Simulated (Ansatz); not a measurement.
The same path of ClH3OSn + H4Si (11 atoms, charge 0, multiplicity 1) was run 3 times with different band settings. Lost on the way: Sn1–O2, Si7–H11. Made: Sn1–Si7, O2–H11.

Level of theory: RKS PBE-D4/def2-SVP (Ansatz 0.2.0).

Relaxed end points:

```xyz
11
Properties=species:S:1:pos:R:3
Sn -0.317 -0.567 -0.153
O -0.133 -0.846 1.823
H -0.985 -0.684 2.274
H 1.301 -0.529 -0.725
Cl -1.323 1.566 -0.497
H -1.418 -1.701 -0.849
Si 1.376 3.055 1.443
H 2.511 3.661 2.225
H 1.844 2.796 0.036
H 0.219 4.012 1.431
H 0.971 1.758 2.088
```

```xyz
11
Properties=species:S:1:pos:R:3
Sn 0.018 0.470 -0.369
O 0.346 -0.191 2.354
H -0.279 0.284 2.934
H 1.231 -0.752 -0.471
Cl -0.274 1.172 -2.657
H -1.535 -0.150 0.058
Si 0.722 2.592 0.916
H 2.023 2.345 1.639
H 0.892 3.784 0.018
H -0.317 2.918 1.961
H 1.220 0.052 2.714
```

Common settings: optimiser quadratic models (default); start path through a guess of the saddle point; force threshold 0.05 eV/Å; iteration limit 60; end points relaxed.

| run | movable images | climbing image | spring |
| --- | --- | --- | --- |
| 1 | 9 | yes | 5.0 eV/Å² |
| 2 | 9 | yes | 20.0 eV/Å² |
| 3 | 6 | no | 5.0 eV/Å² |

Problem. What does each run give, and how far can it be trusted?

Solution. Run 1: converged after 13 iterations, highest image 1.310 eV above the first end. A vibrational analysis at the climbing image gives one clearly imaginary mode, 1204i cm⁻¹: a first-order saddle point.
Run 2: converged after 20 iterations, highest image 1.310 eV above the first end. Another band between the same ends (9 images) ends at a top of the same energy, where a vibrational analysis finds 1 clearly imaginary mode.
Run 3: converged after 19 iterations, highest image 0.741 eV above the first end. No image climbed, so the highest image needn't sit at the top of the path. A band with more images between the same ends climbed to 1.31 eV, so this one has probably stepped over the top.
The orbitals stay closed-shell, which can raise the energy where a bond breaks towards radicals; this wasn't checked here.
